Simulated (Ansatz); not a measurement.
Ge(SiH3)2H2 (Si₂GeH₈). The state is a triplet with charge 0. Geometry PBE-D4/def2-SVP, that of the neutral singlet; atoms count from 1.

```xyz
11

Ge    0.609   -0.766    0.170
Si    0.106    0.958    1.754
H     0.515    2.294    1.194
H     0.831    0.733    3.053
H    -1.375    0.982    2.022
Si   -0.564   -0.382   -1.881
H    -0.163    0.951   -2.452
H    -2.047   -0.367   -1.621
H    -0.260   -1.455   -2.893
H     0.207   -2.149    0.754
H     2.140   -0.800   -0.100
```

At PBE0-D4/def2-TZVP a singlet of charge 0 lies 5.79 eV below the triplet at the same geometry.

Estimate the Mulliken populations from the PBE0/def2-TZVP orbitals of Ansatz.


```tsv
atom	charge (e)	spin (α − β)
Ge1	0.04	0.60
Si2	-0.08	0.60
H3	0.02	-0.01
H4	-0.02	0.15
H5	0.02	-0.01
Si6	-0.08	0.60
H7	0.02	-0.01
H8	0.02	-0.01
H9	-0.02	0.15
H10	0.05	-0.03
H11	0.05	-0.03
```
Mulliken values and Mayer orders depend strongly on the basis.

Where does the spin sit?

Summed by element: Ge 0.60, Si 1.19, H 0.21, of 2 unpaired in all. Largest on single atoms: Ge1 0.60, Si2 0.60, Si6 0.60.

And the Mayer bond orders between bonded heavy atoms (over 0.3)?

Ge1–Si2 0.76 (2.39 Å); Ge1–Si6 0.76 (2.39 Å).
